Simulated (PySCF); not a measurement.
Krypton: a sound run and one with changed settings

Sound run: Kr²⁺ [Ar] 3d10 4s2 4p4, Kr³⁺ [Ar] 3d10 4s2 4p3. Computed with PySCF 2.14 in Sapporo-DKH3-DZP-2012, with the spin-free X2C one-electron Hamiltonian (Gaussian nucleus). The sound run starts from symmetry-adapted Hartree-Fock orbitals and uses a fine grid where one is needed.

Changed run: radial step 0.8 in ln r (0.13 in the sound run). This setting is unsound on purpose.

| species | method | sound run (hartree) | changed run (hartree) | converged |
| --- | --- | --- | --- | --- |
| Kr²⁺ | UHF | -2786.77248 | -2786.77248 | yes |
| Kr²⁺ | B3LYP | -2788.58517 | -2788.96898 | yes |
| Kr²⁺ | BP86 | -2788.89467 | -2789.45353 | yes |
| Kr³⁺ | UHF | -2785.50708 | -2785.50708 | yes |
| Kr³⁺ | B3LYP | -2787.26769 | -2787.63824 | yes |
| Kr³⁺ | BP86 | -2787.57713 | -2788.12465 | yes |

Ionisation energy of Kr²⁺:

```json
{"method": "UHF", "sound run (eV)": "34.433", "changed run (eV)": "34.433"}
{"method": "B3LYP", "sound run (eV)": "35.850", "changed run (eV)": "36.211"}
{"method": "BP86", "sound run (eV)": "35.852", "changed run (eV)": "36.161"}
```

A coarse radial grid mis-integrates the density and the exchange-correlation energy, with errors of either sign; Hartree-Fock needs no grid.

For comparison, NIST gives 35.838 ± 0.02 eV between the lowest levels.
